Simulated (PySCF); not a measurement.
A species of formula C5H7ClOSi2 has this rotational fingerprint, computed with PBE0/pcSseg-1 in PySCF (dipole) on a GFN2-xTB geometry, gas phase:

| Quantity | Value |
| --- | --- |
| Rotational constants | A = 2100, B = 372.9, C = 349.9 MHz |
| Dipole components | \|μa\| = 3.67 D, \|μb\| = 2.13 D, \|μc\| = 2.79 D |
| Inertial defect | -151.47 u·Å² |
| κ | -0.97 |

Question: Which candidate fits, each taken in the one conformer that was computed?
A. `[CH:1]#[C:2][Si@@H:3]1[CH:4]=[C:5]([CH2:6][Cl:7])[SiH2:8][O:9]1` with C4–C5–C6–Cl7 124°
B. `[O:1]=[CH:2][C:3]#[C:4][C@@H:5]1[SiH2:6][C@H:7]1[SiH2:8][Cl:9]` with Si6–C7–Si8–Cl9 29°

Answer: B. It is O=CC#C[C@@H]1[SiH2][C@H]1[SiH2]Cl, a near-prolate asymmetric top, point group C1. The candidates at the same level (rigid rotor, commonest isotopes):

| SMILES | A (MHz) | B (MHz) | C (MHz) | μa (D) | μb (D) | μc (D) | Δ (u·Å²) | point group | rotor |
| --- | --- | --- | --- | --- | --- | --- | --- | --- | --- |
| O=CC#C[C@@H]1[SiH2][C@H]1[SiH2]Cl | 2100 | 372.9 | 349.9 | 3.67 | 2.13 | 2.79 | -151.47 | C1 | near-prolate asymmetric top |
| C#C[Si@@H]1C=C(CCl)[SiH2]O1 | 2453 | 506.4 | 461.7 | 1.00 | 2.05 | 1.06 | -109.26 | C1 | near-prolate asymmetric top |

`C#C[Si@@H]1C=C(CCl)[SiH2]O1` has B 36 % too high. No structure here is proved a minimum.
